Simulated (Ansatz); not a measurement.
`C[O][Ga]([OH])[OH]` + `C[CH2][MgH]` → `C[CH2][Mg][CH3]` + `[OH][Ga]([OH])[OH]`  (formal exchange of groups at a C–O bond)

Gas-phase electronic energies from Ansatz, PBE0-D4/def2-TZVP geometries. CCSD(T)/CBS adds triple-zeta CCSD(T) − MP2 to the extrapolated MP2 energy (def2 sets, frozen cores). For Ga, Mg outer-core shells are correlated without core-valence functions, which leaves a few kJ/mol of doubt a bond. Scalar relativity is left out up to krypton. Each species was taken in one conformer, which may not be the lowest.

```tsv
level	ΔE (kJ/mol)
CCSD/def2-TZVPP	-87.5
MP2/def2-QZVPP	-103.9
```

Problem. What does CCSD(T)/CBS give? (Estimate.)

Solution. The calculation gave: -98.5 kJ/mol. The listed levels differ from it by 11.0, -5.4 kJ/mol.

Largest T1 diagnostic among the species: 0.014.

In def2-TZVPP, CCSD(T) changes the Hartree–Fock value by −19.3 kJ/mol (the triples alone add −1.5 kJ/mol) and MP2 by −28.7 kJ/mol. The D4 term adds +5.1 kJ/mol with B3LYP and +2.8 kJ/mol with PBE0; it sums over pairs of atoms, weighted by their polarisabilities, and B3LYP, whose exchange is more repulsive, gets the larger term.

B3LYP here is the variant with VWN-RPA as its local correlation; programs differ in this.
